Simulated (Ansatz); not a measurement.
Reaction (substitution at a C–Cl bond): `ClC1=C(Br)C1` + H–F → `FC1=C(Br)C1` + HCl

Isolated molecules relaxed with PBE0-D4/def2-TZVP in Ansatz; ΔE leaves out vibrations. CCSD(T)/CBS adds triple-zeta CCSD(T) − MP2 to the extrapolated MP2 energy (def2 sets, frozen cores). This one scheme is used for every species. Functionals use def2-TZVPP. For Br outer-core shells are correlated without core-valence functions, which leaves a few kJ/mol of doubt a bond. Scalar relativity is left out up to krypton.

| level | ΔE (eV) |
| --- | --- |
| r2SCAN-D4 | 0.34 |
| PBE0-D4 | 0.38 |
| ωB97M-V | 0.32 |
| SCS-MP2/def2-TZVPP | 0.46 |
| CCSD(T)/def2-TZVPP | 0.39 |
| MP2/def2-QZVPP | 0.57 |
| SCS-MP2/def2-QZVPP | 0.49 |
| MP2/CBS(def2) | 0.60 |

What does CCSD(T)/CBS give? (Estimate.)

The calculation gave: +0.45 eV. The listed levels differ from it by -0.11, -0.07, -0.13, 0.01, -0.06, 0.12, 0.04, 0.15 eV.

Largest T1 diagnostic among the species: 0.010.

The D4 term adds +0.06 eV with B3LYP and +0.03 eV with PBE0; it sums over pairs of atoms, weighted by their polarisabilities, and B3LYP, whose exchange is more repulsive, gets the larger term. In def2-TZVPP, CCSD(T) changes the Hartree–Fock value by +0.19 eV (the triples alone add +0.03 eV) and MP2 by +0.33 eV.

B3LYP here is the variant with VWN-RPA as its local correlation; programs differ in this.
